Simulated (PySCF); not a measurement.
Ligand exchange on a metal centre used in film growth or etching (Zn OH-H). Isolated molecules, 0 K electronic values unless said otherwise. One relaxed conformer stands for each flexible species; it need not be the lowest.

Calculation: PySCF with B3LYP-D3(BJ)/def2-TZVP // PBE-D3(BJ)/def2-SVP. All candidates: neutral, multiplicity 1. B3LYP has the VWN-RPA correlation part, as in Gaussian. 

| Item | Value |
|---|---|
| HOMO | -8.17 eV |
| LUMO | -1.53 eV |
| HOMO–LUMO gap | 6.64 eV |

Q: Say which member has these values.
(A) [Zn(OH)(H)]
(B) [Zn(H)2]
(C) [Zn(OH)2]

A: C, [Zn(OH)2]. The others give [Zn(H)2]: -7.84 eV, -0.96 eV, 6.88 eV; [Zn(OH)(H)]: -7.94 eV, -0.82 eV, 7.13 eV
